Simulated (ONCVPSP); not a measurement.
# Before and after: ONCV potential for Mo

ONCVPSP 4.0.1 input, shortened (lines: element, Z, core and valence counts, functional; n l f; lmax; l rc ep ncon nbas qcut; lloc lpopt rc5 dvloc0; l nproj debl; icmod fcfact rcfact), Wu-Cohen, fully relativistic:

```
  Mo 42.00    8    2  -118130      upf
    1    0    2.00
    2    0    2.00
    2    1    6.00
    3    0    2.00
    3    1    6.00
    3    2   10.00
    4    0    2.00
    4    1    6.00
    4    2    5.00
    5    0    0.50
    2
    0    2.85    0.00    5   10    2.40
    1    2.45    0.29    4    8    3.70
    2    2.25    0.00    3    7    6.00
    4    3    1.75    3.00
    0    1    3.60
    1    1    2.20
    2    2    2.70
    0    0.00    0.00
```

Open shells are filled in proportion to 2j + 1.

All-electron outer shells of the reference configuration (Wu-Cohen, scalar-relativistic, ld1.x):

| shell | level (eV) | outermost node (bohr) | outermost maximum (bohr) |
| --- | --- | --- | --- |
| 4p | -41.70 | 0.52 | 1.06 |
| 4d | -6.95 | 0.53 | 1.38 |
| 5s | -6.87 | 1.34 | 2.86 |

Change: s: rc 3.32.

Cutoffs: the cutoffs (Ha) at which the residual kinetic energy of the hardest occupied pseudo-wave falls to 1 and 0.1 mHa per electron; they do not see the model core or the augmentation charge, which bear on the density cutoff. Errors are all-electron minus pseudo energies relative to the spin-unpolarised reference configuration.

Problem. Predict the effect on cutoff, ghosts and configuration errors.

Solution. The potential gets neither clearly harder nor softer (14 Ha and 16 Ha → 14 Ha and 16 Ha); the lowest positive-energy flag moves from none to s at 12.3 eV; of the 4 tests that both files solve, the error grows in 1 and shrinks in 0 by more than 15 % and 0.3 meV (median size 2.7 → 2.3 meV); neither file shows a bound ghost.

```tsv
quantity	base	changed
cutoff, loose	14 Ha	14 Ha
cutoff, tight	16 Ha	16 Ha
loose cutoff by channel	s 2.7 Ha, d 14 Ha	s 2.5 Ha, d 14 Ha
bound ghosts	none	none
GHOST(+) flags under 300 eV	none	s at 12.3 eV
error for 4d5 5s1, meV [ΔE -2.74 eV]	-2.2	-1.9
error for 4d5 5s0, meV [ΔE 4.15 eV]	+0.2	+0.4
error for 4d4 5s0, meV [ΔE 19.60 eV]	+3.1	-2.7
error for 4d3 5s0, meV [ΔE 46.33 eV]	-24	-39
p3/2: phases at 2.49 bohr within 0.05 rad from the reference energy up to (Ha; the scan ends near 5)	0.6	0.6
p1/2: phases at 2.49 bohr within 0.05 rad from the reference energy up to (Ha; the scan ends near 5)	n/a	n/a
d5/2: phases at 2.28 bohr within 0.05 rad from the reference energy up to (Ha; the scan ends near 5)	to the end of the scan	to the end of the scan
d3/2: phases at 2.28 bohr within 0.05 rad from the reference energy up to (Ha; the scan ends near 5)	to the end of the scan	to the end of the scan
```
